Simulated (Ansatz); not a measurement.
ammonia borane (H₆BN), singlet, geometry from GFN2-xTB; B3LYP/aug-cc-pVDZ (Ansatz, a quantum-chemistry and plane-wave program).

Here is a job for Ansatz.
Ansatz 0.2 input:
```yaml
crystal:
  periodic: [false, false, false]
  atoms:
    - {symbol: B, position_ang: [-0.91491923, 0.11210003, -0.01661920]}
    - {symbol: N, position_ang: [0.73087909, -0.08955061, 0.01327617]}
    - {symbol: H, position_ang: [-1.31399349, -0.64168266, -0.84737361]}
    - {symbol: H, position_ang: [-1.09154966, 1.25500958, -0.29974635]}
    - {symbol: H, position_ang: [-1.29004994, -0.16052617, 1.07999077]}
    - {symbol: H, position_ang: [0.93390981, -1.05286399, 0.25124010]}
    - {symbol: H, position_ang: [1.12008257, 0.53455889, 0.70957279]}
    - {symbol: H, position_ang: [1.10004319, 0.13185843, -0.90352092]}
basis:
  gaussian:
    orbitals: aug-cc-pVDZ
hamiltonian:
  xc: b3lyp
```

What does Ansatz print? Leave out banner, timings and long lists.


```
Functional definition: B3LYP
835 factors; their error is unknown
mean field evaluation 1: about -2257.2433 eV, gradient 5.6e1 eV
mean field evaluation 2: about -2252.2636 eV, gradient 7.3e1 eV
mean field evaluation 4: about -2264.7504 eV, gradient 2.7e0 eV
mean field evaluation 8: about -2264.7560 eV, gradient 2.1e-2 eV
mean field -2264.75596749 eV, -83.2282466984 hartree, gradient 7.6e-5 eV, S^2 0.000000; 0 other end points of the search recorded, 0 dependent functions left out
reference -2264.75626440 eV, -83.2282576099 hartree; 9, 9 occupied and 91, 91 virtual orbitals, 835 factors
Total energy: -2264.75626440 eV, -83.2282576099 hartree
```
